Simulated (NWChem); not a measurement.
Molecule: MoO3; SMILES [O]=[Mo](=[O])=[O]

Program: NWChem. The geometry was optimised at PBE0/def2-SVP. def2 effective core potentials on Mo; no spin-orbit coupling. Level M06-L/def2-SVP: energy and gradient on several grids; changes count from the extra-fine grid, which is no exact limit either.

Which is the coarsest grid (coarse; xcoarse; fine; medium; xfine) from which on the energy stays within 500 μHa and each gradient component within 500 μHa/bohr of xfine?

medium.
| grid | size of the energy change (μHa) | largest change of a gradient component (μHa/bohr) | time, medium = 1 (rough) |
|---|---|---|---|
| xcoarse | 6000 | 1000 | about 1 |
| coarse | 2000 | 1000 | about 1 |
| medium | 70 | 300 | about 1 |
| fine | < 10 | 40 | about 1 |
| xfine | < 10 | < 30 | 2 |
